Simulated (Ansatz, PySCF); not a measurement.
WCl₂, SMILES [Cl][W][Cl] (connectivity only; charge and spin as stated), neutral, multiplicity 3. Atoms are numbered in the order given.

```xyz
3

W      0.0000     0.0000     0.0000
Cl     0.0000     0.0000    -2.2074
Cl     0.0000     0.0000     2.2074
```
Charge 0, spin multiplicity 3.

Geometry: PBE0-D3(BJ)/def2-TZVP. The multiplicity is an assumed one; other spin states were not compared. The def2 effective core potentials stand for the cores of W; spin–orbit coupling is left out.

Two levels are set side by side: PBE-D3(BJ)/def2-TZVP (Ansatz, a quantum-chemistry and plane-wave program) and PBE0-D3(BJ)/def2-TZVP (Ansatz). Each level has its own optimised geometry; the coordinates shown are those of the second. Frequencies come from the Hessian of PySCF at each geometry. Differences are taken from unrounded values.

```json
[
 {"quantity": "mean bond length (Å)", "PBE0-D3(BJ)": "2.207", "PBE-D3(BJ)": "2.215", "PBE-D3(BJ) minus PBE0-D3(BJ)": "0.008"},
 {"quantity": "bond W1–Cl2 (Å)", "PBE0-D3(BJ)": "2.207", "PBE-D3(BJ)": "2.215", "PBE-D3(BJ) minus PBE0-D3(BJ)": "0.008"},
 {"quantity": "bond W1–Cl3 (Å)", "PBE0-D3(BJ)": "2.207", "PBE-D3(BJ)": "2.215", "PBE-D3(BJ) minus PBE0-D3(BJ)": "0.008"},
 {"quantity": "highest harmonic wavenumber (cm⁻¹)", "PBE0-D3(BJ)": "427", "PBE-D3(BJ)": "417", "PBE-D3(BJ) minus PBE0-D3(BJ)": "-9"},
 {"quantity": "mean harmonic wavenumber (cm⁻¹)", "PBE0-D3(BJ)": "228", "PBE-D3(BJ)": "222", "PBE-D3(BJ) minus PBE0-D3(BJ)": "-7"},
 {"quantity": "zero-point energy (kcal/mol)", "PBE0-D3(BJ)": "1.31", "PBE-D3(BJ)": "1.27", "PBE-D3(BJ) minus PBE0-D3(BJ)": "-0.04"}
]
```

GGA bonds tend to be longer and softer than those of functionals with exact exchange. Differences between two approximate levels are no errors against the true value.
